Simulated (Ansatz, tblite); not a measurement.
Removing and adding an electron: the cluster Al4P4. Total charge 0; singlet. Geometry: PBE-D4/def2-SVP. Ansatz, gas phase; energy differences of separate SCF runs; the oxidised species was run as a doublet alone; the reduced species was run as a doublet alone.

Cartesian coordinates in Å:
```
Al -1.455 -1.375 0.186
Al -0.663 0.453 -1.843
Al 0.663 -0.452 1.843
Al 1.455 1.375 -0.186
P -2.693 -0.264 -1.290
P 1.367 1.169 -2.397
P 1.544 1.580 2.026
P -0.218 -2.486 1.661
```

The xTB rows come from tblite. HOMO above LUMO, or a gap near zero within one spin, warns that the state may not be the lowest or that an electron is smeared out. The structure comes from a short search, and lower isomers may exist.

```csv
level,−HOMO (eV),vertical IE (eV),−LUMO (eV),vertical EA (eV),HOMO–LUMO gap (eV),IE − EA (eV),remarks
GFN2-xTB,8.69,10.48,6.92,5.25,1.77,5.23,–
r2SCAN-D4/def2-TZVP,6.04,7.93,4.01,2.21,2.04,5.72,gap within one spin near zero (+1 doublet)
PBE0-D4/def2-TZVP,6.71,8.08,3.50,2.19,3.21,5.89,–
```

(1) Estimate the rows for GFN1-xTB, PBE-D4/def2-TZVP.

## Answers

(1) 
```
           level  −HOMO (eV)  vertical IE (eV)  −LUMO (eV)  vertical EA (eV)  HOMO–LUMO gap (eV)  IE − EA (eV)                                     remarks
        GFN1-xTB        9.73             12.00        6.19              3.89                3.54          8.12                                           –
PBE-D4/def2-TZVP        5.83              7.80        4.00              2.08                1.83          5.72  gap within one spin near zero (+1 doublet)
```

   Raw xTB energy differences between charge states are shifted by several eV; the methods need an empirical correction for them. Sets without diffuse functions give affinities that are too small.
